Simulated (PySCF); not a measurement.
H₉NSi₃, SMILES [SiH3][SiH2]N[SiH3]. Atoms are numbered in the order given.

```xyz
13

Si     1.5009     1.3417    -0.4875
N      1.3416    -0.2244     0.2514
Si    -0.0906    -1.1325     0.6672
Si    -2.0209    -0.1721    -0.2599
H      2.5118     1.3129    -1.5894
H      1.9191     2.4111     0.4738
H      0.1645     1.7042    -1.0458
H      2.2146    -0.6503     0.5563
H      0.0259    -2.5424     0.1712
H     -0.2885    -1.2280     2.1519
H     -3.1706    -1.0599     0.1027
H     -1.9344    -0.0878    -1.7499
H     -2.2846     1.1917     0.2927
```

Geometry: PBE0-D3(BJ)/def2-SVP. One conformer was computed; it need not be the lowest.

Method: PBE0-D3(BJ)/def2-SVP run with PySCF 2.14.0.

Frequencies are harmonic and unscaled.

Computed harmonic wavenumbers and intensities:
| mode | ν (cm⁻¹) | IR (km/mol) | Raman (Å⁴/amu) | depolarisation | moving atoms (share of kinetic energy) |
|---|---|---|---|---|---|
| 1 | 31 | 1.1 | 0.1 | 0.68 | H 44 %, N 42 %, Si 14 % |
| 2 | 52 | 0.2 | 0.5 | 0.74 | H 86 %, Si 11 % |
| 3 | 119 | 0.4 | 1.0 | 0.75 | Si 79 %, H 20 % |
| 4 | 185 | 0.1 | 0.1 | 0.75 | H 97 % |
| 5 | 248 | 3.6 | 0.7 | 0.72 | Si 44 %, N 29 %, H 27 % |
| 6 | 346 | 0.6 | 1.0 | 0.74 | H 95 % |
| 7 | 385 | 78.0 | 1.8 | 0.68 | H 89 %, N 9 % |
| 8 | 415 | 5.0 | 13.7 | 0.21 | Si 74 %, H 23 % |
| 9 | 525 | 24.7 | 10.4 | 0.42 | H 71 %, Si 28 % |
| 10 | 608 | 3.1 | 18.3 | 0.49 | H 48 %, Si 39 %, N 13 % |
| 11 | 613 | 1.9 | 12.5 | 0.63 | H 70 %, Si 25 % |
| 12 | 712 | 46.8 | 9.2 | 0.74 | H 82 %, Si 9 %, N 9 % |
| 13 | 716 | 4.4 | 8.3 | 0.71 | H 81 %, Si 10 %, N 10 % |
| 14 | 742 | 63.4 | 14.3 | 0.71 | H 84 %, N 12 % |
| 15 | 828 | 501.7 | 7.0 | 0.75 | H 79 %, Si 13 %, N 8 % |
| 16 | 900 | 29.3 | 10.2 | 0.75 | H 80 %, Si 14 % |
| 17 | 921 | 59.2 | 17.3 | 0.74 | H 95 % |
| 18 | 929 | 25.9 | 33.3 | 0.75 | H 91 % |
| 19 | 936 | 30.2 | 29.3 | 0.75 | H 98 % |
| 20 | 948 | 486.2 | 2.3 | 0.52 | H 66 %, Si 17 %, N 16 % |
| 21 | 961 | 80.2 | 24.2 | 0.71 | H 91 % |
| 22 | 982 | 11.6 | 4.3 | 0.74 | H 77 %, N 18 % |
| 23 | 1004 | 44.7 | 25.4 | 0.74 | H 89 % |
| 24 | 1209 | 130.4 | 1.1 | 0.54 | H 66 %, N 31 % |
| 25 | 2186 | 112.3 | 150.3 | 0.58 | H 96 % |
| 26 | 2199 | 135.8 | 116.8 | 0.36 | H 97 % |
| 27 | 2209 | 148.2 | 125.2 | 0.53 | H 96 % |
| 28 | 2217 | 110.3 | 223.2 | 0.05 | H 98 % |
| 29 | 2225 | 96.2 | 378.3 | 0.07 | H 98 % |
| 30 | 2227 | 71.7 | 104.9 | 0.75 | H 96 % |
| 31 | 2234 | 113.5 | 72.7 | 0.73 | H 96 % |
| 32 | 2245 | 86.1 | 83.0 | 0.12 | H 97 % |
| 33 | 3600 | 45.1 | 120.9 | 0.24 | H 93 % |
